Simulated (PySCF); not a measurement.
# A small calculation by hand: entropy of an ideal gas

CTe2, SMILES [Te]=C=[Te].

Coordinates come from a PBE-D3(BJ)/def2-TZVP optimisation. The def2 effective core potentials stand for the cores of Te; spin–orbit coupling is left out.

PBE-D3(BJ)/def2-TZVP (PySCF) gives the harmonic wavenumbers 243, 243, 252, 1122 cm⁻¹ and the rotational temperature 0.0260 K. The molar mass is 267.21 g/mol, the symmetry number 2, the spin multiplicity 1.

Problem. Work out the entropy at 298.15 K and 1 atm in the rigid-rotor, harmonic-oscillator model.

Solution. 
Translation (Sackur–Tetrode at 1 atm): S = R[1.5 ln M + 2.5 ln T − 1.16487] = 178.4 J/(mol K).
Rotation: q = T/(σ θ) = 5730, S = R[ln q + 1] = 80.3 J/(mol K).
Vibration: with u = 1.4388 ν/T, each mode gives R[u/(e^u − 1) − ln(1 − e^−u)]:
```tsv
ν (cm⁻¹)	modes	u	S (J/(mol K))
243	2	1.17	14.90
252	1	1.22	7.18
1122	1	5.41	0.24
```
These are all the modes. Sum 22.3 J/(mol K).
Spin: R ln 1 = 0.0 J/(mol K).
Total 281.0 J/(mol K); the program's own thermochemistry gives 281.0. Translation makes up 63 % and vibration 8 %. Anharmonicity, hindered rotation and orbital degeneracy are left out.
